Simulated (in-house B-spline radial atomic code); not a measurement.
**K3+: [He] 2s2 (2p1/2)2 (2p3/2)3 3s1 3p6 (with a hole in an inner shell)**

Computed with a B-spline radial code for spherical atoms: Dirac-Kohn-Sham LDA VWN5, spherical fractional occupations, Fermi nucleus of rms radius 3.4349 fm.

Screening seen three ways: the hydrogenic charge with the same mean radius, Z_r = [3n² - l(l+1)]/(2<r>), the one with the same energy, Z_e = n√(-2ε), and Slater's rules. Values are occupation-weighted means over j.

```csv
shell,electrons,ε (eV),<r> (bohr),Z_r,Z_e,Slater
1s,2,-3601.6,0.08119,18.48,16.27,18.70
2s,2,-422.27,0.3815,15.73,11.14,15.20
2p,5,-353.28,0.3413,14.65,10.19,15.20
3s,1,-77.033,1.155,11.69,7.14,8.95
3p,6,-59.245,1.225,10.21,6.26,8.95
```

The least bound orbital is 3p3/2 at -59.12 eV, and it is also the most diffuse (<r> = 1.227 bohr). The part-filled 2p shell lies below the filled 3p shell in orbital energy.

For the 1s electron the small component carries 0.458 % of the norm, the zero-frequency Breit interaction raises the level by 3.016 eV, self-energy by 1.39 eV, and vacuum polarisation lowers it by 0.1 eV.
